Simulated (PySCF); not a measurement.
Calculated NMR parameters of Cc1cn(C2CC2)nc1C

- Formula: C8H12N2
- SMILES: Cc1cn(C2CC2)nc1C
- Point group of the computed structure: C1
- Degrees of unsaturation: 4
- Carbon signals: 7
- Proton signals: 6

Numbering as in the mapped SMILES `[CH3:1][c:2]1[cH:3][n:4]([CH:5]2[CH2:6][CH2:7]2)[n:8][c:9]1[CH3:10]` (H(Xn): hydrogen on atom n). Ha(C6), Ha(C7) are cis to N4 on the ring; Hb(C6), Hb(C7) are trans to N4 on the ring.

[PySCF 2.14.0 with density-fitted response routines: geometry from GFN2-xTB; NMR shieldings at PBE0/pcSseg-1/GIAO; one conformer; no solvent model; fast rotation and ring inversion assumed for equivalent nuclei; no relativistic terms]

References, each an isolated molecule treated in the same way: ¹H (σ = 31.72 ppm), ¹³C (σ = 186.93 ppm) against TMS; NH3 for ¹⁵N (σ = 267.73 ppm).

```tsv
carbon	δC, type	δH (multiplicity)	HMBC from (2–3 bonds)	span of the C tensor (ppm)
C1	11.3, CH3	2.12 (s)	H(C3)	24
C2	119.3, C	–	H(C3), H(C10), H(C1)	148
C3	132.9, CH	7.18 (s)	H(C5), H(C1)	138
C5	34.0, CH	3.12 (m)	H(C3), Ha(C6)/Ha(C7), Hb(C6)/Hb(C7)	100
C6/C7	9.1, CH2	Ha(C6) 1.43 (m); Hb(C6) 0.73 (m)	H(C5), Ha(C6)/Ha(C7), Hb(C6)/Hb(C7)	66
C9	150.2, C	–	H(C3), H(C10), H(C1)	169
C10	14.7, CH3	2.29 (s)	–	28
```

Other nuclei:
```
atoms  nucleus                         environment  δ (ppm)  σ (ppm)
   N8      ¹⁵N  pyridine-type nitrogen of an azole    325.0    -57.3
   N4      ¹⁵N          pyrrole-type ring nitrogen    228.6     39.1
```

- Carbon types of the structure: 2 × C, 2 × CH, 2 × CH2, 2 × CH3, which accounts for all hydrogens.
- δC 150.2: substituted aromatic carbon next to a ring nitrogen.
- δC 132.9: aromatic CH next to a ring nitrogen.
- δC 119.3: substituted aromatic carbon.
- δC 34.0, 9.1: three-membered-ring carbon.
- δH 3.12, 1.43, 0.73: hydrogen on a three-membered-ring carbon.

Shifts are as computed. Against solution values, carbons near 30 ppm lie about +3 ppm off and those near 130 ppm about +5 ppm. Of 1211 compounds with measured shifts, 218 miss one by over three times the rms of a fit or turn the order of signals round; such compounds aren't used in these exercises. Experimental scales use liquid or dissolved standards, which lie at an offset from isolated NH3 (liquid NH3: subtract about 20 ppm). Unscaled 15N shifts of sp2 nitrogen come out 20 to 40 ppm too high even then. No couplings were computed; multiplicities are counted from neighbouring protons, with m where these are inequivalent, close in shift, in a saturated or five-membered ring or joined by F or P, and br s for small geminal =CH2 splittings.
